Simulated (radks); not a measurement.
The numbers below are computed, except where a source is named.
Task: Br2+, 33 electrons, occupied as [Ar] 3d10 4s1 4p3 5s1 (not the ground configuration). Level of theory: scalar-relativistic Kohn-Sham, r2SCAN, spin-polarised, spherical densities, finite nucleus; open shells are filled with parallel spins first; meta-GGA in the generalised Kohn-Sham scheme; Fermi nuclear charge, rms radius 4.1629 fm (a radial shooting solver on a logarithmic mesh with Libxc functionals). Some entries of the table are withheld. Estimate them.

| orbital | occ. | eigenvalue (eV) | r(max) (bohr) | <1/r> (bohr^-1) |
|---|---|---|---|---|
| 1s up | 1 | -13385.15 | 0.02792 | 35.65 |
| 1s down | 1 | -13384.61 | 0.02792 | 35.65 |
| 2s up | 1 | -1778.847 | 0.1590 | 7.914 |
| 2s down | 1 | -1778.719 | 0.1591 | 7.913 |
| 2p up | 3 | -1570.675 | 0.1275 | 7.730 |
| 2p down | 3 | -1570.298 | 0.1275 | 7.729 |
| 3s up | 1 | -275.9733 | 0.4831 | 2.601 |
| 3s down | 1 | -275.4302 | 0.4835 | 2.598 |
| 3p up | 3 | -209.4127 | 0.4806 | 2.443 |
| 3p down | 3 | -208.7628 | 0.4811 | 2.444 |
| 3d up | 5 | -99.7688 | 0.4325 | 2.152 |
| 3d down | 5 | -98.8285 | 0.4324 | 2.166 |
| 4s up | 1 | -50.4719 | 1.372 | 0.8550 |
| 4s down | 0 | -42.0411 | 1.362 | 0.8621 |
| 4p up | 3 | -35.4903 | 1.533 | 0.7450 |
| 4d up | 0 | -15.5167 | 2.098 | 0.5080 |
| 5s up | 1 | -14.7321 | 3.468 | 0.3477 |
| 5p up | 0 | -11.0517 | 4.014 | (1) |
| 4f up | 0 | -4.9109 | 4.447 | 0.2316 |

Result: 
(1) 5p up <1/r> (bohr^-1): 0.3035
